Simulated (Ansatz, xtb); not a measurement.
Molecule: sum formula CaOH (charge 0, doublet). It need not be the lowest isomer of its formula. SMILES: [OH][Ca]
Structure (B3LYP-D3(BJ)/def2-TZVP (Ansatz, a program for electronic structure) minimum search):
```xyz
3

Ca     0.0000     0.0000    -0.6473
O      0.0000     0.0000     1.3322
H      0.0000     0.0000     2.2876
```
Charge 0, spin multiplicity 2.

Harmonic wavenumbers from GFN2-xTB (xtb, at its own minimum), cm⁻¹: 257, 257, 535, 3706.

Q: Give the harmonic wavenumbers at B3LYP-D3(BJ)/def2-TZVP (Ansatz, finite differences of forces, unscaled).

A: 377, 377, 629, 3930 cm⁻¹. Zero-point energy 7.6 kcal/mol.

Q: From these and the geometry, give the ideal-gas thermochemistry at 298.15 K and 1 atm (rigid rotor, harmonic oscillator).

A: Point group C∞v, rotational symmetry number 1. Rotational constants 10.03, 10.03 GHz. S(trans) 38.05, S(rot) 14.76, S(vib) 2.50, S(elec, spin only) 1.38, S 56.7 cal/(mol K). H(298) - H(0) 2.58 kcal/mol; G - E(el) -6.7 kcal/mol.
